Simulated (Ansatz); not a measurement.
Geometry optimisation, RKS PBE/def2-SVP (Ansatz).

The input (input.yaml):

```yaml
crystal:
  periodic: [false, false, false]
  atoms:
    - { symbol: W, position_ang: [-0.150341, -0.063256, -0.218011] }
    - { symbol: F, position_ang: [0.037249, -0.416378, 1.604711] }
    - { symbol: H, position_ang: [1.547825, -0.310973, -0.260234] }
    - { symbol: H, position_ang: [0.732338, 1.261693, -0.758389] }
    - { symbol: F, position_ang: [-1.71735, 0.891862, 0.373653] }
    - { symbol: H, position_ang: [0.6823, -1.552979, -0.238114] }
    - { symbol: Cl, position_ang: [-0.89214, -0.759451, -2.218143] }
    - { symbol: Cl, position_ang: [1.359944, 2.406211, 1.908162] }
    - { symbol: H, position_ang: [0.912175, 1.295572, 2.504165] }
basis:
  gaussian: { orbitals: def2-SVP }
hamiltonian:
  xc: pbe
relax:
  f_tol: 0.03
  max_steps: 50
```

Command:

```bash
$ ansatz run input.yaml --threads 2 --pin off --max-ram 3072MiB --backend cpu --events-out ev --progress --plain --runs-dir out
```

Q: Where does it end, and by what steps?

A: The forces met the threshold. After 7 steps the energy has fallen by 0.031 eV; Cl8 moved furthest, 0.25 Å.

```
step  energy less start (eV)  largest force component (eV/Å)  accepted
   0                  0.0000                           0.834       yes
   1                 -0.0158                           0.633       yes
   2                 -0.0193                           0.580       yes
   3                 -0.0104                           0.206        no
   4                 -0.0275                           0.163       yes
   5                 -0.0279                           0.322       yes
   6                 -0.0297                           0.177       yes
   7                 -0.0307                           0.025       yes
```

```xyz
9
Properties=species:S:1:pos:R:3
W -0.183 -0.108 -0.261
F 0.095 -0.390 1.575
H 1.509 -0.396 -0.343
H 0.754 1.203 -0.734
F -1.740 0.831 0.373
H 0.631 -1.605 -0.271
Cl -0.893 -0.756 -2.287
Cl 1.404 2.552 2.106
H 0.935 1.420 2.540
```

Whether the end is a true minimum wasn't checked by a vibrational analysis.

Run time: 28 s on 2 threads of Intel(R) Xeon(R) Platinum 8259CL CPU @ 2.50GHz (Skylake/Cascade Lake), on a shared host, peak memory 0.19 GiB.
